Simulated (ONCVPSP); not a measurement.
## Potentials for S (Z = 16) compared

Generated with ld1.x 7.5 (TM, RRKJ, ultrasoft, PAW), atompaw 4.2 or ONCVPSP 4.0.1. The cutoff is in Ry: for ld1.x and atompaw files where the sum of valence levels is converged to 10 mRy in a Bessel basis, for ONCV files where the hardest occupied wave has 1 mHa per electron of residual kinetic energy. The error is the largest all-electron minus pseudo excitation energy over each file’s own four to seven test configurations (ionisations up to +4, promotions, holes and added fractions of an electron), all of which were solved. The labels leave out finer settings (local radius, basis sizes, second energies), which also bear on the numbers. Spin-polarised tests are not counted. The rows are a selection from randomly drawn settings: files with unsolved tests, undetermined cutoffs or missed reference levels are left out.

```csv
potential,cutoff (Ry),largest error (meV),bound ghosts
"ONCV, PBE, scalar-relativistic, rc 1.50/1.75/1.65 (spd), local smoothed, core correction yes, reference 3s2 3p4, qcut 5.1/4.9/6.7, projectors 2/1/2",24,+13,none
"ONCV, LDA (Perdew-Zunger), fully relativistic, rc 0.90/0.90 (sp), local smoothed, core correction yes, reference 2s2 2p6 3s1.5 3p4.5, qcut 15.7/18, projectors 2/2",235,+7.6,none
"ONCV, LDA (Perdew-Zunger), scalar-relativistic, rc 0.85/0.90 (sp), local smoothed, core correction yes, reference 2s2 2p6 3s2 3p4, qcut 12.3/12.7, projectors 2/2",219,+1410,none
```

**Question.** Fill in the row for S: ONCV, LDA (Perdew-Wang 92), non-relativistic, rc 1.40/1.15/1.25 (spd), local smoothed, core correction no, reference 3s2 3p2.5, qcut 4.5/8/8.3, projectors 1/1/3.

**Answer.** cutoff 71 Ry, largest error +24 meV, bound ghosts: none.

**Question.** Fill in the row for S: ONCV, revPBE, scalar-relativistic, rc 1.45/1.30 (sp), local smoothed, core correction no, reference 3s2 3p3, qcut 5.8/5.1, projectors 1/2.

**Answer.** cutoff 27 Ry, largest error +21 meV, bound ghosts: none.

**Question.** Fill in the row for S: ONCV, PBE, scalar-relativistic, rc 1.45/1.55/1.20 (spd), local smoothed, core correction no, reference 3s2 3p4, qcut 4.9/4.5/8.5, projectors 3/2/1.

**Answer.** cutoff 25 Ry, largest error +28 meV, bound ghosts: none.
